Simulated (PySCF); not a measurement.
Nb(F)3(OH)2 (F3H2NbO2), SMILES [F][Nb]([OH])([OH])([F])[F], multiplicity 1. Atoms are numbered in the order given.

```xyz
8

Nb     0.0000     0.0000     0.0000
F      1.8635     0.0000     0.0000
F     -0.9318     1.6139     0.0000
F     -0.9318    -1.6139     0.0000
O      0.0000     0.0000     1.8757
H      0.0000     0.0000     2.8354
O      0.0000     0.0000    -1.8757
H      0.0000     0.0000    -2.8354
```
Charge 0, spin multiplicity 1.

The structure is a stationary point at r2SCAN-D4/def2-SVP. The geometry has at least one imaginary mode, so it is a saddle point at that level. The multiplicity is an assumed one; no other spin state was optimised. The structure was generated by enumeration; whether it is a known compound was not checked. The def2 effective core potentials stand for the cores of Nb; spin–orbit coupling is left out. One conformer was computed; it need not be the lowest.

Level of theory: PBE/def2-TZVP (PySCF).

ESP charges are fitted to the potential on shells at 1.4 to 2.0 van der Waals radii. Atomic charges (e):

| atom | Mulliken | ESP fit |
|---|---|---|
| Nb1 | 1.82 | 1.75 |
| F2 | -0.39 | -0.35 |
| F3 | -0.39 | -0.35 |
| F4 | -0.39 | -0.35 |
| O5 | -0.66 | -0.87 |
| H6 | 0.33 | 0.51 |
| O7 | -0.66 | -0.87 |
| H8 | 0.33 | 0.51 |
